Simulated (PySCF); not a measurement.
## Computed data sheet: `C/N=C\[SiH2]O[SiH3]`

C2H9NOSi2.
Z-matrix (Å and degrees, GFN2-xTB geometry), rows numbered from 1:
```
C 
N   1  1.4248
C   2  1.2586  1  121.53
Si  3  1.9067  2  130.46  1    -0.00
O   4  1.6181  3  105.49  2   178.18
Si  5  1.6174  4  168.31  3    61.12
H   1  1.0912  2  107.90  3  -122.32
H   1  1.0976  2  114.01  3    -0.24
H   1  1.0912  2  107.93  3   121.88
H   3  1.0899  2  113.93  1   179.95
H   4  1.4633  3  112.94  2    63.75
H   4  1.4645  3  112.01  2   -65.15
H   6  1.4612  5  106.87  4    72.55
H   6  1.4602  5  105.14  4  -167.48
H   6  1.4626  5  107.75  4   -47.45
```

Among its groups: Si–H bond, siloxane link and C–Si bond.

From GFN2-xTB geometry:

* Rotational constants A, B, C of the GFN2-xTB geometry: 7.941, 0.879, 0.811 GHz

CAM-B3LYP/def2-SVPD ground state and vertical TDDFT (core frozen in the response) (PySCF):

- Dipole moment: 1.17 D
- HOMO energy: -8.16 eV
- LUMO energy: 0.31 eV
- HOMO–LUMO gap: 8.47 eV
- Lowest singlet excitation: 4.10 eV (302 nm, f = 0.000)
- Strongest line among the 8 lowest singlet transitions: S5 at 7.32 eV (169 nm, f = 0.203)
- Lowest triplet excitation (Tamm–Dancoff): 3.32 eV
- Static isotropic polarisability: 86.7 au
- Electronic spatial extent ⟨r²⟩ about the centre of nuclear charge: 1410 bohr²

**PBE0/pcSseg-1 ground state and GIAO shieldings, non-relativistic (PySCF)**

* Lowest Hirshfeld atomic charge: -0.30 e on O5
* Highest Hirshfeld atomic charge: +0.40 e on Si4/Si6
* 13C chemical shifts (computed TMS as zero) by class: 179.9 (C3), 53.8 (C1) ppm
* 1H chemical shifts (computed TMS as zero) by class: 8.56 (H10), 5.62 (H11/H12), 5.27 (H13/H14/H15), 3.81 (H7/H8/H9) ppm
* Isotropic shieldings of nuclei other than C and H, by class: -210 (N2), 344 (O5), 392 (Si6), 396 (Si4) ppm
* Mayer bond orders between heavy atoms: C1–N2 0.99, N2–C3 1.94, C3–Si4 0.84, Si4–O5 0.94, O5–Si6 0.93

Monoisotopic mass (most abundant isotopes): 119.0223 u.

In wavenumbers S1 is 33100 cm⁻¹ (1 eV = 8065.54 cm⁻¹). The largest Löwdin shares of the HOMO are 0.49 on N2, 0.15 on C3, 0.09 on Si4 and 0.09 on C1. The rotational constants make it an asymmetric top with κ = (2B − A − C)/(A − C) = -0.98, nearer the prolate limit (−1). S1 lies 4.37 eV below the HOMO–LUMO gap; its leading configuration is HOMO→LUMO, weight 0.96.

Geometry: GFN2-xTB, one conformer, isolated molecule. GFN2-xTB frequencies show an imaginary mode (27i cm⁻¹), so this geometry is no minimum at that level. NMR classes are plain means over equivalent atoms (diastereotopic ones count apart unless rotation or inversion swaps them), as if these changed places fast; in this geometry the members of some classes differ.
